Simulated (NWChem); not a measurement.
Program: NWChem. System: germanium monotelluride (GeTe), charge 0, spin multiplicity 1, at a geometry optimised with PBE/def2-SVP with def2 effective core potentials on Te. Level: PBE0/def2-QZVP with def2 effective core potentials on Te.

The NWChem input:

```
start mol
memory heap 200 mb stack 900 mb global 1100 mb
geometry units angstroms nocenter noautoz
  Ge     0.000000     0.000000     1.470683
  Te     0.000000     0.000000    -0.905036
  symmetry group C2v
end
basis spherical
  * library def2-qzvp
end
ecp
  Te library def2-ecp
end
dft
  xc pbe0
  semidirect memsize 60000000 filesize 0
  iterations 100
end
task dft energy
```

Part of the output:

```
             Northwest Computational Chemistry Package (NWChem) 7.3.0
             --------------------------------------------------------

                                NWChem Input Module
                                -------------------

 Scaling coordinates for geometry "geometry" by  1.889725989
 (inverse scale =  0.529177249)

 Turning off AUTOSYM since
 SYMMETRY directive was detected!

                             Geometry "geometry" -> ""
                             -------------------------

 Output coordinates in angstroms (scale by  1.889725989 to convert to a.u.)

  No.       Tag          Charge          X              Y              Z
 ---- ---------------- ---------- -------------- -------------- --------------
    1 Ge                  32.0000     0.00000000     0.00000000     1.47068300
    2 Te                  52.0000     0.00000000     0.00000000    -0.90503600

 Effective nuclear repulsion energy (a.u.)     370.6460832849

            Nuclear Dipole moment (a.u.)
            ----------------------------
        X                 Y               Z
 ---------------- ---------------- ----------------
     0.0000000000     0.0000000000    -0.0000302356

      Symmetry information
      --------------------

 Group name             C2v
 Group number             16
 Group order               4
 No. of unique centers     2

      Symmetry unique atoms

     1    2


 Summary of "ao basis" -> "" (spherical)
 ------------------------------------------------------------------------------
       Tag                 Description            Shells   Functions and Types
 ---------------- ------------------------------  ------  ---------------------
 *                         def2-qzvp                  on all atoms

                                 NWChem DFT Module
                                 -----------------

 Summary of "ao basis" -> "ao basis" (spherical)
 ------------------------------------------------------------------------------
       Tag                 Description            Shells   Functions and Types
 ---------------- ------------------------------  ------  ---------------------
 Ge                        def2-qzvp                25       75   11s7p4d2f1g
 Te                        def2-qzvp                22       82   7s6p4d4f1g

 Summary of "ao basis" -> "ao basis" (spherical)
 ------------------------------------------------------------------------------
       Tag                 Description            Shells   Functions and Types
 ---------------- ------------------------------  ------  ---------------------
 Ge                        def2-qzvp                25       75   11s7p4d2f1g
 Te                        def2-qzvp                22       82   7s6p4d4f1g

      Symmetry analysis of basis
      --------------------------

        a1         65
        a2         18
        b1         37
        b2         37

            General Information
            -------------------
          SCF calculation type: DFT
          Wavefunction type:  closed shell.
          No. of atoms     :     2
          No. of electrons :    56
           Alpha electrons :    28
            Beta electrons :    28
          Charge           :     0
          Spin multiplicity:     1
          Use of symmetry is: on ; symmetry adaption is: on
          Maximum number of iterations: 100
          AO basis - number of functions:   157
                     number of shells:    47
          Convergence on energy requested:  1.00D-06
          Convergence on density requested:  1.00D-05
          Convergence on gradient requested:  5.00D-04

              XC Information
              --------------
                         PBE0 Method XC Functional
                     Hartree-Fock (Exact) Exchange  0.250
          PerdewBurkeErnzerhof Exchange Functional  0.750
            Perdew 1991 LDA Correlation Functional  1.000 local
           PerdewBurkeErnz. Correlation Functional  1.000 non-local

             Grid Information
             ----------------
          Grid used for XC integration:  medium
          Radial quadrature: Mura-Knowles
          Angular quadrature: Lebedev.
          Tag              B.-S. Rad. Rad. Pts. Rad. Cut. Ang. Pts.
          ---              ---------- --------- --------- ---------
          Ge                  1.25      112          11.0       590
          Te                  1.40      123          11.0       590
          Grid pruning is: on
          Number of quadrature shells:   235
          Spatial weights used:  Erf1

          Convergence Information
          -----------------------
          Convergence aids based upon iterative change in
          total energy or number of iterations.
          Levelshifting, if invoked, occurs when the
          HOMO/LUMO gap drops below (HL_TOL):  1.00D-02
          DIIS, if invoked, will attempt to extrapolate
          using up to (NFOCK): 10 stored Fock matrices.

                    Damping( 0%)  Levelshifting(0.5)       DIIS
                  --------------- ------------------- ---------------
          dE  on:    start            ASAP                start
          dE off:    2 iters        100 iters           100 iters

      Screening Tolerance Information
      -------------------------------
          Density screening/tol_rho:  1.00D-10
          AO Gaussian exp screening on grid/accAOfunc:  14
          CD Gaussian exp screening on grid/accCDfunc:  20
          XC Gaussian exp screening on grid/accXCfunc:  20
          Schwarz screening/accCoul:  1.00D-08

      Superposition of Atomic Density Guess
[...]
 Sum of atomic energies:       -2386.61812059

      Non-variational initial energy
      ------------------------------

 Total energy =   -2342.432036
 1-e energy   =   -3703.389670
 2-e energy   =    1189.890211
 HOMO         =      -0.257997
 LUMO         =      -0.052748

      Symmetry analysis of molecular orbitals - initial
      -------------------------------------------------

 !! scf_movecs_sym_adapt:  110 vectors were symmetry contaminated

  Symmetry fudging

 !! scf_movecs_sym_adapt:  108 vectors were symmetry contaminated

  Numbering of irreducible representations:

     1 a1          2 a2          3 b1          4 b2

  Orbital symmetries:

     1 a1          2 a1          3 a1          4 b1          5 b2
     6 a1          7 a1          8 a1          9 b2         10 b1
    11 a1         12 b2         13 b1         14 a1         15 b2
    16 b1         17 a2         18 a1         19 a1         20 b1
    21 b2         22 a1         23 a2         24 a1         25 a1
    26 b2         27 b1         28 a1         29 b2         30 b1
    31 a1         32 a1         33 b2         34 b1         35 a1
    36 a1         37 a2         38 a1

------------------------------------------------------------
EAF file 0: "./mol.aoints.0" size=524288 bytes
------------------------------------------------------------
               write      read    awrite     aread      wait
               -----      ----    ------     -----      ----
     calls:        1         0         0         0         0
   data(b): 5.24e+05  0.00e+00  0.00e+00  0.00e+00
   time(s): 0.00e+00  0.00e+00  0.00e+00  0.00e+00  0.00e+00
rate(mb/s): 0.00e+00  0.00e+00
------------------------------------------------------------

 !! scf_movecs_sym_adapt:   34 vectors were symmetry contaminated

  Symmetry fudging

 !! scf_movecs_sym_adapt:   30 vectors were symmetry contaminated

   convergence    iter        energy       DeltaE   RMS-Dens  Diis-err    time
 ---------------- ----- ----------------- --------- --------- ---------  ------
 d= 0,ls=0.0,diis     1  -2344.7827438302 -2.52D+03  2.20D-02  3.67D+00    33.2

 !! scf_movecs_sym_adapt:   24 vectors were symmetry contaminated

  Symmetry fudging

 !! scf_movecs_sym_adapt:   20 vectors were symmetry contaminated

 d= 0,ls=0.0,diis     2  -2344.2518094335  5.31D-01  1.34D-02  2.87D+00    33.7

 !! scf_movecs_sym_adapt:   32 vectors were symmetry contaminated

  Symmetry fudging

 !! scf_movecs_sym_adapt:   22 vectors were symmetry contaminated

 d= 0,ls=0.0,diis     3  -2344.4216708453 -1.70D-01  6.20D-03  2.43D+00    34.2

 !! scf_movecs_sym_adapt:   26 vectors were symmetry contaminated

  Symmetry fudging

 !! scf_movecs_sym_adapt:   18 vectors were symmetry contaminated

 d= 0,ls=0.0,diis     4  -2344.8409820051 -4.19D-01  2.26D-03  8.23D-02    34.6

 !! scf_movecs_sym_adapt:   32 vectors were symmetry contaminated

  Symmetry fudging

 !! scf_movecs_sym_adapt:   24 vectors were symmetry contaminated

 d= 0,ls=0.0,diis     5  -2344.8510382588 -1.01D-02  6.26D-04  2.82D-02    35.1

 !! scf_movecs_sym_adapt:   28 vectors were symmetry contaminated

  Symmetry fudging

 !! scf_movecs_sym_adapt:   24 vectors were symmetry contaminated

  Resetting Diis
 d= 0,ls=0.0,diis     6  -2344.8563298646 -5.29D-03  1.56D-04  1.42D-03    35.6

 !! scf_movecs_sym_adapt:   30 vectors were symmetry contaminated

  Symmetry fudging

 !! scf_movecs_sym_adapt:   26 vectors were symmetry contaminated

 d= 0,ls=0.0,diis     7  -2344.8565909322 -2.61D-04  8.22D-05  3.43D-05    36.0

 !! scf_movecs_sym_adapt:   28 vectors were symmetry contaminated

  Symmetry fudging

 !! scf_movecs_sym_adapt:   24 vectors were symmetry contaminated

 d= 0,ls=0.0,diis     8  -2344.8565628567  2.81D-05  6.40D-05  1.72D-04    36.5

 !! scf_movecs_sym_adapt:   32 vectors were symmetry contaminated

  Symmetry fudging

 !! scf_movecs_sym_adapt:   24 vectors were symmetry contaminated

 d= 0,ls=0.0,diis     9  -2344.8565960827 -3.32D-05  8.49D-06  8.86D-06    36.9

 !! scf_movecs_sym_adapt:   34 vectors were symmetry contaminated

  Symmetry fudging

 !! scf_movecs_sym_adapt:   28 vectors were symmetry contaminated

 d= 0,ls=0.0,diis    10  -2344.8565969082 -8.25D-07  1.66D-06  1.70D-07    37.4

         Total DFT energy =    -2344.856596908224
      One electron energy =    -3703.534943005137
           Coulomb energy =     1287.151708871831
    Exchange-Corr. energy =      -99.540785829484
 Nuclear repulsion energy =      171.067423054565

 Numeric. integr. density =       56.000000456141

     Total iterative time =     26.0s

                  Occupations of the irreducible representations
                  ----------------------------------------------

                     irrep           alpha         beta
                     --------     --------     --------
                     a1               14.0         14.0
                     a2                2.0          2.0
                     b1                6.0          6.0
                     b2                6.0          6.0

                       DFT Final Molecular Orbital Analysis
                       ------------------------------------

 Vector   26  Occ=2.000000D+00  E=-2.690876D-01  Symmetry=a1
              MO Center= -5.9D-15,  1.5D-15,  4.0D-01, r^2= 4.3D+00
   Bfn.  Coefficient  Atom+Function         Bfn.  Coefficient  Atom+Function
  ----- ------------  ---------------      ----- ------------  ---------------
    97     -0.335780  2 Te pz                29      0.328319  1 Ge pz
    94     -0.316752  2 Te pz                85      0.224924  2 Te pz
    10      0.202571  1 Ge s                 26      0.196618  1 Ge pz
    11      0.194107  1 Ge s                 20     -0.144724  1 Ge pz
    32      0.115791  1 Ge pz                 9      0.112769  1 Ge s

 Vector   27  Occ=2.000000D+00  E=-2.577292D-01  Symmetry=b1
              MO Center=  6.2D-15, -1.3D-29, -3.0D-01, r^2= 3.0D+00
   Bfn.  Coefficient  Atom+Function         Bfn.  Coefficient  Atom+Function
  ----- ------------  ---------------      ----- ------------  ---------------
    95      0.414143  2 Te px                92      0.343328  2 Te px
    83     -0.246014  2 Te px                27      0.233714  1 Ge px
    98      0.151660  2 Te px                24      0.123765  1 Ge px
    18     -0.093704  1 Ge px                30      0.093232  1 Ge px
    86     -0.078681  2 Te px                21     -0.040877  1 Ge px

 Vector   28  Occ=2.000000D+00  E=-2.577292D-01  Symmetry=b2
              MO Center=  4.4D-30, -2.1D-16, -3.0D-01, r^2= 3.0D+00
   Bfn.  Coefficient  Atom+Function         Bfn.  Coefficient  Atom+Function
  ----- ------------  ---------------      ----- ------------  ---------------
    96      0.414143  2 Te py                93      0.343328  2 Te py
    84     -0.246014  2 Te py                28      0.233714  1 Ge py
    99      0.151660  2 Te py                25      0.123765  1 Ge py
    19     -0.093704  1 Ge py                31      0.093232  1 Ge py
    87     -0.078681  2 Te py                22     -0.040877  1 Ge py

 Vector   29  Occ=0.000000D+00  E=-9.916387D-02  Symmetry=b1
              MO Center= -7.4D-16, -2.2D-32,  8.5D-01, r^2= 4.4D+00
   Bfn.  Coefficient  Atom+Function         Bfn.  Coefficient  Atom+Function
  ----- ------------  ---------------      ----- ------------  ---------------
    27      0.454467  1 Ge px                30      0.422336  1 Ge px
    95     -0.277778  2 Te px                98     -0.248261  2 Te px
    24      0.238361  1 Ge px                92     -0.221921  2 Te px
    18     -0.170304  1 Ge px                83      0.150650  2 Te px
    21     -0.074630  1 Ge px                12      0.070728  1 Ge px

 Vector   30  Occ=0.000000D+00  E=-9.916387D-02  Symmetry=b2
              MO Center= -8.6D-31,  1.3D-15,  8.5D-01, r^2= 4.4D+00
   Bfn.  Coefficient  Atom+Function         Bfn.  Coefficient  Atom+Function
  ----- ------------  ---------------      ----- ------------  ---------------
    28      0.454467  1 Ge py                31      0.422336  1 Ge py
    96     -0.277778  2 Te py                99     -0.248261  2 Te py
    25      0.238361  1 Ge py                93     -0.221921  2 Te py
    19     -0.170304  1 Ge py                84      0.150650  2 Te py
    22     -0.074630  1 Ge py                13      0.070728  1 Ge py

 Vector   31  Occ=0.000000D+00  E= 4.381814D-03  Symmetry=a1
              MO Center=  2.3D-30, -5.6D-31,  6.0D-01, r^2= 9.6D+00
   Bfn.  Coefficient  Atom+Function         Bfn.  Coefficient  Atom+Function
  ----- ------------  ---------------      ----- ------------  ---------------
    82     -2.086180  2 Te s                 11      2.064673  1 Ge s
    32     -1.626533  1 Ge pz               100     -1.497957  2 Te pz
    97     -0.753447  2 Te pz                29     -0.729403  1 Ge pz
    10      0.388410  1 Ge s                 81     -0.303282  2 Te s
   118     -0.280655  2 Te d  0              50      0.246441  1 Ge d  0

 center of mass
 --------------
 x =   0.00000000 y =   0.00000000 z =  -0.08209196

 moments of inertia (a.u.)
 ------------------
         949.570826860478           0.000000000000           0.000000000000
           0.000000000000         949.570826860478           0.000000000000
           0.000000000000           0.000000000000           0.000000000000

     Multipole analysis of the density
     ---------------------------------

     L   x y z        total         alpha         beta         nuclear
     -   - - -        -----         -----         ----         -------
     0   0 0 0      0.000000    -28.000000    -28.000000     56.000000

     1   1 0 0     -0.000000     -0.000000     -0.000000      0.000000
     1   0 1 0     -0.000000     -0.000000     -0.000000      0.000000
     1   0 0 1      0.548162    -23.669685    -23.669685     47.887531

     2   2 0 0    -32.585290    -16.292645    -16.292645      0.000000
     2   1 1 0     -0.000000     -0.000000     -0.000000      0.000000
     2   1 0 1      0.000000      0.000000      0.000000      0.000000
     2   0 2 0    -32.585290    -16.292645    -16.292645      0.000000
     2   0 1 1      0.000000      0.000000      0.000000      0.000000
     2   0 0 2    -31.044556   -174.204727   -174.204727    317.364897

 Task  times  cpu:       37.4s     wall:       37.4s

 Total times  cpu:       37.5s     wall:       37.5s
```
